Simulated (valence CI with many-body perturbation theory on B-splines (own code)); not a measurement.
**Energy levels of Mo37+**

Calculated by relativistic CI+MBPT: three valence electrons over a frozen Dirac-Fock core [He], radial functions for each j: 11 s, 11 p, 10 d, 8 f, 5 g, 2 h, with the one-electron correlation potential Σ1 (screened to all orders), the two-electron term Σ2, the three-electron term Σ3, Breit, model QED; selected single and double excitations, second order for the rest, scaled by the run's own slope (own B-spline code, finite nucleus).

The last digits are not significant, and no measured levels were compared; by estimate large intervals hold to a few tenths of a per cent, small ones and those within an open d or f shell to about a per cent.

Levels 91 to 135 of 210, with energies above the lowest level, (2s^2 2p1/2) J=1/2. "Leading %" is the weight of the configuration and term that name the level; weights of strongly mixed levels are sums over their largest components and can fall short, so below about 35 % the name and the second component can differ from the true leading terms, or belong to a minority configuration. In the jj column 3d3/2^4 stands for four electrons in 3d with j = 3/2.

```tsv
No.	Configuration	Term	J	E (× 10³ cm⁻¹)	Leading %	Leading jj	g
91	2p2 3p	2P°	1/2	27383	84	2p1/2 2p3/2 3p3/2 (96 %)	0.697
92	2p2 3d	4F	7/2	27395	68	2p1/2 2p3/2 3d5/2 (75 %)	1.223
93	2p2 3d	2F	7/2	27424	43	2p1/2 2p3/2 3d3/2 (65 %)	1.166
94	2p2 3d	4P	5/2	27456	43	2p1/2 2p3/2 3d5/2 (65 %)	1.232
95	2p2 3d	4D	3/2	27471	41	2p1/2 2p3/2 3d5/2 (79 %)	1.161
96	2p2 3d	2G	9/2	27499	55	2p1/2 2p3/2 3d5/2 (98 %)	1.204
97	2p2 3d	2D	5/2	27529	38	2p1/2 2p3/2 3d5/2 (57 %)	1.214
98	2p2 3d	4P	3/2	27544	46	2p1/2 2p3/2 3d3/2 (79 %)	1.378
99	2p2 3s	4P	5/2	27562	30	2p3/2^2 3s (51 %)	1.259
100	2p2 3d	4P	1/2	27564	46	2p1/2 2p3/2 3d3/2 (94 %)	1.954
101	2p2 3d	2F	7/2	27628	56	2p1/2 2p3/2 3d5/2 (88 %)	1.098
102	2p2 3s	2P	3/2	27634	31	2p3/2^2 3s (60 %)	1.053
103	2p2 3d	2D	5/2	27643	36	2p1/2 2p3/2 3d5/2 (53 %)	1.277
104	2p2 3d	2D	3/2	27656	28	2p1/2 2p3/2 3d5/2 (60 %)	1.025
105	2p2 3d	2P	1/2	27664	70	2p1/2 2p3/2 3d5/2 (92 %)	0.981
106	2p2 3p	2P°	3/2	27917	27	2p3/2^2 3p1/2 (97 %)	1.407
107	2p2 3s	2S	1/2	27925	73	2p3/2^2 3s (94 %)	1.955
108	2p2 3p	2D°	5/2	27940	49	2p3/2^2 3p1/2 (96 %)	1.174
109	2p2 3p	2P°	1/2	28115	59	2p3/2^2 3p3/2 (88 %)	1.125
110	2p2 3p	2D°	5/2	28116	54	2p3/2^2 3p3/2 (99 %)	1.291
111	2p2 3p	4D°	7/2	28122	56	2p3/2^2 3p3/2 (98 %)	1.295
112	2p2 3p	2P°	1/2	28255	86	2p3/2^2 3p1/2 (87 %)	0.708
113	2p2 3p	2P°	3/2	28340	63	2p3/2^2 3p3/2 (98 %)	1.292
114	2p2 3d	2F	7/2	28427	50	2p3/2^2 3d5/2 (97 %)	1.254
115	2p2 3d	2D	3/2	28433	42	2p3/2^2 3d3/2 (97 %)	1.115
116	2p2 3d	2D	5/2	28435	29	2p3/2^2 3d3/2 (86 %)	1.209
117	2p2 3d	2P	1/2	28440	69	2p3/2^2 3d3/2 (64 %)	0.902
118	2p2 3d	4F	9/2	28440	55	2p3/2^2 3d5/2 (98 %)	1.226
119	2p2 3d	2F	7/2	28464	49	2p3/2^2 3d3/2 (96 %)	1.063
120	2p2 3p	2P°	3/2	28490	72	2p3/2^2 3p3/2 (97 %)	1.315
121	2p2 3d	2S	1/2	28546	48	2p3/2^2 3d5/2 (63 %)	1.948
122	2p2 3d	2P	3/2	28605	57	2p3/2^2 3d5/2 (89 %)	1.245
123	2p2 3d	2D	5/2	28628	63	2p3/2^2 3d5/2 (89 %)	1.134
124	2p2 3d	2D	3/2	28790	85	2p3/2^2 3d3/2 (89 %)	0.813
125	2p2 3d	2D	5/2	28822	72	2p3/2^2 3d5/2 (95 %)	1.183
126	2s2 4s	2S	1/2	32264	97	2s^2 4s (97 %)	1.999
127	2s2 4p	2P°	1/2	32398	97	2s^2 4p1/2 (97 %)	0.663
128	2s2 4p	2P°	3/2	32514	97	2s^2 4p3/2 (97 %)	1.332
129	2s2 4d	2D	3/2	32619	97	2s^2 4d3/2 (97 %)	0.797
130	2s2 4d	2D	5/2	32654	97	2s^2 4d5/2 (97 %)	1.198
131	2s2 4f	2F°	5/2	32715	97	2s^2 4f5/2 (97 %)	0.854
132	2s2 4f	2F°	7/2	32732	97	2s^2 4f7/2 (97 %)	1.141
133	2s 2p 4s	4P°	1/2	32885	79	2s 2p1/2 4s (100 %)	2.246
134	2s 2p 4s	4P°	3/2	32997	70	2s 2p1/2 4s (96 %)	1.606
135	2s 2p 4p	4D	1/2	33004	67	2s 2p1/2 4p1/2 (100 %)	0.399
```
